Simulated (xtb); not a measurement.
BiBr2 (SMILES [Br][Bi][Br]), doublet, geometry from GFN2-xTB (such geometries of metal compounds can be far from the true shape) (the spin is typed, not shown lowest); GFN0-xTB (xtb 6.7.1).

Input for xtb:
```
$ xtb mol.xyz --gfn 0 --uhf 1 --etemp 10000 --json

# file mol.xyz
3

Bi     0.68766245     0.36152697     0.23000733
Br    -1.16365471     1.02213685    -1.51182898
Br    -0.46708767    -1.87947223     0.96638303
```

The log (banner, timings and long lists left out):

```
   ID    Z sym.   atoms
    1   83 Bi     1
    2   35 Br     2, 3

           -------------------------------------------------
          |                Calculation Setup                |
           -------------------------------------------------

           -------------------------------------------------
          |                 G F N 0 - x T B                 |
           -------------------------------------------------

          ...................................................
          :                      SETUP                      :
          :.................................................:
          :  # basis functions                  24          :
          :  # atomic orbitals                  22          :
          :  # shells                            8          :
          :  # electrons                        19          :
          :  electronic temp.        10000.0000000     K    :
          :  accuracy                    1.0000000          :
          :  -> integral cutoff          0.2500000E+02      :
          :  -> integral neglect         0.1000000E-07      :
          ...................................................

         :::::::::::::::::::::::::::::::::::::::::::::::::::::
         ::                     SUMMARY                     ::
         :::::::::::::::::::::::::::::::::::::::::::::::::::::
         :: total energy              -9.938239523232 Eh    ::
         :: gradient norm              0.030922846134 Eh/a0 ::
         :: HOMO-LUMO gap              2.857075986185 eV    ::
         ::.................................................::
         :: H0 energy                 -9.908938810029 Eh    ::
         :: repulsion energy           0.001563818425 Eh    ::
         :: electrostat energy        -0.030119820204 Eh    ::
         :: -> Gsolv                   0.000000000000 Eh    ::
         ::    -> Gsasa                0.000000000000 Eh    ::
         ::    -> Gshift               0.000000000000 Eh    ::
         :: dispersion energy         -0.000744711424 Eh    ::
         :: short-range corr.          0.000000000000 Eh    ::
         :: add. restraining           0.000000000000 Eh    ::
         :: total charge              -0.000000000000 e     ::
         :::::::::::::::::::::::::::::::::::::::::::::::::::::

           -------------------------------------------------
          |                Property Printout                |
           -------------------------------------------------

    * Orbital Energies and Occupations

         #    Occupation            Energy/Eh            Energy/eV
      -------------------------------------------------------------
         1        2.0000           -0.7410591             -20.1652
         2        2.0000           -0.7303162             -19.8729
         3        2.0000           -0.7177344             -19.5305
         4        1.9750           -0.4512586             -12.2794
         5        1.9688           -0.4440839             -12.0841
         6        1.9586           -0.4348082             -11.8317
         7        1.9452           -0.4256039             -11.5813
         8        1.9414           -0.4233446             -11.5198
         9        1.9402           -0.4226660             -11.5013
        10        1.0308           -0.2949405              -8.0257 (HOMO)
        11        0.1368           -0.1899449              -5.1687 (LUMO)
        12        0.0930           -0.1763977              -4.8000
        13        0.0017           -0.0466273              -1.2688
        14        0.0016           -0.0456750              -1.2429
        15        0.0015           -0.0435228              -1.1843
        16        0.0015           -0.0423070              -1.1512
        17        0.0014           -0.0403778              -1.0987
        18        0.0011           -0.0336904              -0.9168
        19        0.0011           -0.0324563              -0.8832
        20        0.0003            0.0043757               0.1191
        21        0.0000            0.1114564               3.0329
        22        0.0000            0.1563746               4.2552
      -------------------------------------------------------------
                  HL-Gap            0.1049956 Eh            2.8571 eV
             Fermi-level            0.0000000 Eh            0.0000 eV

     #   Z          covCN         q      C6AA      α(0)
     1  83 Bi       1.677     0.341   543.459    45.373
     2  35 Br       0.840    -0.170   185.145    21.952
     3  35 Br       0.840    -0.170   185.145    21.952

 Mol. C6AA /au·bohr⁶  :       2537.656619
 Mol. C8AA /au·bohr⁸  :     238893.219493
 Mol. α(0) /au        :         89.278245

Wiberg/Mayer (AO) data.
largest (>0.10) Wiberg bond orders for each atom

 ---------------------------------------------------------------------------
     #   Z sym  total        # sym  WBO       # sym  WBO       # sym  WBO
 ---------------------------------------------------------------------------
     1  83 Bi   1.451 --     2 Br   0.725     3 Br   0.725
     2  35 Br   0.760 --     1 Bi   0.725
     3  35 Br   0.760 --     1 Bi   0.725
 ---------------------------------------------------------------------------

Topologies differ in total number of bonds
Writing topology from bond orders to xtbtopo.mol

 dipole moment from electron density (au)
     X       Y       Z
   3.2332   1.6998   1.0814  total (Debye):    9.683

           -------------------------------------------------
          | TOTAL ENERGY               -9.938239523232 Eh   |
          | GRADIENT NORM               0.030922846134 Eh/α |
          | HOMO-LUMO GAP               2.857075986185 eV   |
           -------------------------------------------------

normal termination of xtb
```
